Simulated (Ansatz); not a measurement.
Diatomic LiSi+, multiplicity 3 (lowest of 2S+1 = 1, 3, 5 at CCSD(T)/def2-TZVPP on PBE0 minima; our sources give no spin for the ground state, which may be another).

The constants come from a fifth-degree fit in 1/R (seven points, main isotopes). In def2 and cc sets the state is the lowest found near the PBE0 minimum, followed along R.

Correlated levels freeze the inner cores; with def2 sets outer-core shells near the valence are correlated too. CBS(a, b) extrapolates the correlation energy as X⁻³ and adds the Hartree–Fock energy of set b.

Run with Ansatz (a quantum-chemistry and plane-wave program). Each number belongs to the level named beside it.

| level | r_e (Å) | ω_e (cm⁻¹) | ω_e x_e (cm⁻¹) |
|---|---|---|---|
| PBE/def2-TZVPP | 2.770 | ? | 3.7 |
| B97M-V/def2-TZVPP | 2.775 | 258 | 3.6 |
| B3LYP/def2-TZVPP | 2.764 | 258 | 3.7 |
| BHLYP/def2-TZVPP | 2.738 | 270 | 3.8 |
| CCSD/def2-QZVPP | 2.773 | 268 | 3.0 |
| CCSD(T)/def2-TZVPP | 2.783 | 259 | 3.5 |
| CCSD(T)/def2-QZVPP | 2.773 | 268 | 3.0 |
| CCSD(T)/CBS(aug-cc-pV(T+d)Z, aug-cc-pV(Q+d)Z) | ? | ? | 3.0 |

**Question.** What belongs in the gaps?

**Answer.** 
- CCSD(T)/CBS(aug-cc-pV(T+d)Z, aug-cc-pV(Q+d)Z), r_e (Å): 2.787
- CCSD(T)/CBS(aug-cc-pV(T+d)Z, aug-cc-pV(Q+d)Z), ω_e (cm⁻¹): 265
- PBE/def2-TZVPP, ω_e (cm⁻¹): 257
